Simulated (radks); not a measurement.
Task: Ta IV, 70 electrons, occupied as [Xe] 4f14 5d2. Calculated with a radial shooting solver on a logarithmic mesh with Libxc functionals: Dirac Kohn-Sham, PBE, spin-unpolarised, spherical densities, point nucleus; open shells fill j = l - 1/2 first.

Spin-orbit splittings of the eigenvalues, e(l+1/2) - e(l-1/2), with zeta = 2 splitting/(2l+1) and mean radii in bohr:

shell  occ.  splitting (eV)  zeta (eV)  <r> j=l-1/2  <r> j=l+1/2
2p        6            1270      846.9      0.06487      0.07271
3p        6           273.5      182.3       0.1942       0.2088
3d       10           59.56      23.82       0.1829       0.1874
4p        6           62.96      41.97       0.4645       0.4975
4d       10           11.56      4.626       0.5165       0.5279
4f       14           1.985     0.5672       0.6321       0.6427
5p        6           8.912      5.941        1.210        1.309
5d        2               ?          ?        1.821        1.867

Estimate the 5d splitting.

Result: 0.8157 eV (zeta = 0.3263 eV).
